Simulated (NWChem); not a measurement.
Molecule: C3H4O2S; SMILES CS(C#C)(=O)=O

Computed with NWChem. Structure relaxed at the B3LYP/6-31G* (spherical d) level. Field at 589 nm.

Estimate the computed values for B3LYP/def2-SVP. Quantities: isotropic polarisability (bohr³); anisotropy (bohr³).


- isotropic polarisability (bohr³) = 52.3
- anisotropy (bohr³) = 30.5
